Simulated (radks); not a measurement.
Spherical quantum dot in the effective-mass picture: electrons in a hard-walled sphere of radius 8.61, all in effective atomic units (hartree* = m*/eps^2 hartree, bohr* = eps/m* bohr), one dielectric constant everywhere. Method: non-relativistic Kohn-Sham, LDA (Slater exchange, Perdew-Wang correlation), spin-polarised, spherical densities; computed with a radial shooting solver with Libxc functionals. Levels are named by radial order and angular momentum (1s, 1p, 1d, 2s, ...), and open shells are averaged over m. Results are scaled to m* = 0.24 and eps = 15.4, for which hartree* = 27.54 meV and bohr* = 3.396 nm.

N = 25, configuration 1s2 1p6 1d10 1f(up 7, down 0). This is the lowest configuration that the search found. Occupied and some empty levels:

level    occupation  eigenvalue (meV)  <r> (nm)
1s up             1            95.812     22.12
1p up             3            96.519     22.31
1s down           1            96.589     22.02
1p down           3            97.307     22.23
1d up             5            97.881     22.55
1d down           5            98.682     22.50
1f up             7            99.854     22.82
1f down           0            100.67     22.78
1g up             0            102.40     23.07
1g down           0            103.22     23.05
2s up             0            105.99     13.68
2s down           0            106.22     13.51
2p up             0            108.47     15.72
2p down           0            108.78     15.60
2d up             0            111.75     17.05
2d down           0            112.13     16.96

Energy (meV): total 1285.17, kinetic 218.81, external 0, Hartree 1215.7, exchange-correlation -149.38.

Electron density:

r (nm)  n(r) (e/nm^3)
1.63        7.892e-07
3.81        1.356e-06
5.99        2.957e-06
8.17        7.065e-06
10.3       0.00001700
12.5       0.00003949
14.7       0.00008612
16.9        0.0001718
19.0        0.0003024
21.2        0.0004430
23.4        0.0004862
25.6        0.0003233
27.8       0.00006824
